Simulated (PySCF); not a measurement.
Working out the ionisation energy of V

V [Ar] 3d3 4s2 (4F) → V⁺ [Ar] 3d4 (5D). Computed with PySCF 2.14 in Sapporo-DKH3-DZP-2012 (6s5p3d1f, 43 functions), with scalar relativity by spin-free X2C-1e. Frozen: [Ar]. Energies in hartree (1 hartree = 27.21139 eV):

```csv
part,V (lower),V⁺ (upper)
UHF,-948.119872,-947.894359
MP2 opposite-spin,-0.029862,0.000000
MP2 same-spin,-0.021232,-0.037112
```

Question: What does Hartree-Fock give?

Answer: (-947.894359) − (-948.119872) = 0.225513 hartree = 6.137 eV.

Question: What do MP2 and SCS-MP2 (6/5 opposite-spin, 1/3 same-spin) give?

Answer: The opposite-spin parts differ by 0.813 eV and the same-spin parts by -0.432 eV. MP2: 6.137 + (0.813) + (-0.432) = 6.518 eV. SCS-MP2: 6.137 + 1.2 × (0.813) + (-0.432)/3 = 6.969 eV.

Measured between the centres of the two terms (NIST): 6.732 eV, so MP2 (valence) is off by -0.214 eV.

A double-zeta basis recovers only part of the correlation energy.

What remains against the reference includes basis incompleteness, the frozen core and correlation beyond second order.
